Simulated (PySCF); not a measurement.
PySCF input for (1S)-1-bromo-1-chloroethane (C2H4BrCl), SMILES Cl[C@@H](Br)C, PBE/pcSseg-1. The structure is a stationary point at PBE0-D3(BJ)/def2-SVP.

```python
import numpy as np
from pyscf import gto, scf, dft
from pyscf.prop.nmr import rks as nmr

mol = gto.M(
    atom='''
    C    -1.65951610   -1.02537719    0.28834577
    C    -0.21356705   -0.65044084    0.47908171
    Cl    0.84991560   -1.69326910   -0.49049824
    Br    0.07812456    1.22740084    0.04242936
    H    -1.95509745   -0.89811353   -0.76224604
    H    -1.80405065   -2.07876220    0.57208206
    H    -2.30001136   -0.39227054    0.91896475
    H     0.11473375   -0.74940045    1.52007711
    ''',
    basis='pcSseg-1',
    charge=0,
    spin=0,
    max_memory=1600,
    verbose=3,
)
mf = dft.RKS(mol, xc='pbe')
mf.grids.level = 3
mf.conv_tol = 1e-10
mf.max_cycle = 100
mf.kernel()
n = nmr.NMR(mf)
n.verbose = 2
n.max_cycle_cphf = 60
sigma = n.kernel()
print('atom   isotropic/ppm   span/ppm')
for i, s in enumerate(sigma):
    w = np.linalg.eigvalsh((s + s.T) / 2)
    print(f'{mol.atom_symbol(i):2s}{i + 1:3d} {w.mean():14.3f} {w[2] - w[0]:11.3f}')
```

It prints:

```
converged SCF energy = -3112.00051983832
atom   isotropic/ppm   span/ppm
C   1        143.328      59.908
C   2         93.804      80.321
Cl  3        616.268     644.059
Br  4       1745.718    1938.746
H   5         28.998       6.337
H   6         29.350      11.167
H   7         29.318      10.976
H   8         24.994      10.008
```

The run converged.
